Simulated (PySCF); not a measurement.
Computed with PBE-D3(BJ)/def2-TZVP // r2SCAN-D4/def2-SVP run with PySCF. Gas-phase values, no solvent. One relaxed conformer stands for a flexible species; it need not be the lowest. 

Reference species: [Y(Cl)3] (neutral, multiplicity 1).

```json
{
  "HOMO–LUMO gap": "4.05 eV",
  "charge on the central atom (Mulliken)": "1.16 e",
  "HOMO": "-7.74 eV",
  "coordination_number": "3"
}
```

Changed species: [Y(Cl)(OH)2] (2 of 3 Cl replaced by OH; the reference has 0 of 3 Cl replaced by OH).

Q: Give the shifts of the HOMO–LUMO gap, charge on the central atom (Mulliken), HOMO and coordination number.

A: the HOMO–LUMO gap rises by 0.11 eV, to 4.16 eV; the charge on the central atom (Mulliken) rises by 0.15 e, to 1.31 e; the HOMO rises by 0.95 eV, to -6.79 eV; the coordination number stays essentially unchanged.
